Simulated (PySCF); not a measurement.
**Molecular orbitals of CaH⁺**

r²SCAN0 at R = 1.876 Å; PySCF, no relativity, basis sets Ca pcseg-1, H pcseg-1. State: ¹Σ⁺ (singlet), closed shell. Only the outer orbitals are listed, counted within each symmetry.

| orbital | occ. | ε (eV) | on Ca (%) | main shells (%) |
| --- | --- | --- | --- | --- |
| 4σ | 2 | -57.15 | 100 | 100 Ca s |
| 2π | 2 | -36.82 | 100 | 100 Ca p |
| 2π | 2 | -36.82 | 100 | 100 Ca p |
| 5σ | 2 | -36.55 | 100 | 100 Ca p |
| 6σ | 2 | -11.86 | 45 | 55 H s, 20 Ca s, 18 Ca d |
| 7σ | 0 | -6.41 | 99 | 73 Ca s, 17 Ca d, 9 Ca p |
| 1δ | 0 | -5.50 | 100 | 100 Ca d |
| 1δ | 0 | -5.50 | 100 | 100 Ca d |

**Question.** Which are the highest filled and the lowest empty level, where do they sit, and how wide is the gap?

**Answer.** Highest filled 6σ at -11.86 eV (in %: 55 H s, 20 Ca s, 18 Ca d); lowest empty 7σ at -6.41 eV (in %: 73 Ca s, 17 Ca d, 9 Ca p); the gap at r²SCAN0 is 5.45 eV.

```json
{
  "bond order (Mayer)": "0.99",
  "⟨S²⟩": "0.000",
  "charge on Ca (Mulliken, basis-dependent)": "1.11",
  "charge on Ca (Löwdin, basis-dependent)": "1.16",
  "dipole moment (positive dipole points towards H; it is taken about the centre of mass and depends on that origin)": "-5.11 D"
}
```
